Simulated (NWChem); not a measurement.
Species: GeSiH$_{6}$O$_{2}$; SMILES O[SiH2][O][GeH3]

```xyz
10

O      0.8727    -2.2825     0.3835
Si    -0.5775    -1.6630    -0.1407
O     -0.4325    -0.1130    -0.6944
Ge     0.0346     1.4418     0.0407
H      1.5387    -2.4495    -0.2898
H     -1.1202    -2.4562    -1.2799
H     -1.4608    -1.7208     1.0549
H     -0.7196     2.5241    -0.7442
H      1.5568     1.6076    -0.1072
H     -0.3768     1.4350     1.5252
```
Atoms are numbered in this order, from 1.

Level: PBE0/def2-SVP (NWChem), optimised geometry, unscaled harmonic frequencies. 

```tsv
frequency (cm⁻¹)	IR intensity (km/mol)
34	2.0
59	0.2
108	4.3
262	71.8
356	82.6
518	8.9
627	26.8
652	72.2
667	74.4
773	44.5
843	146.3
857	476.4
872	57.2
878	56.8
897	35.2
960	126.8
968	172.2
1034	305.3
2160	81.9
2170	114.2
2187	105.5
2251	161.9
2267	126.5
3932	97.2
```

| Quantity | Result |
|---|---|
| zero-point energy | 37.6 kcal/mol |
| thermal correction to the enthalpy at 298.15 K (with zero-point energy) | 42.7 kcal/mol |
| heat capacity Cv | 23.8 cal/(mol K) |
| entropy at 298.15 K and 1 atm (symmetry number 1) | 87.1 cal/(mol K) |
| dipole moment | 1.32 D |

Rigid rotor and harmonic oscillator; modes under 100 cm⁻¹ make the entropy uncertain.
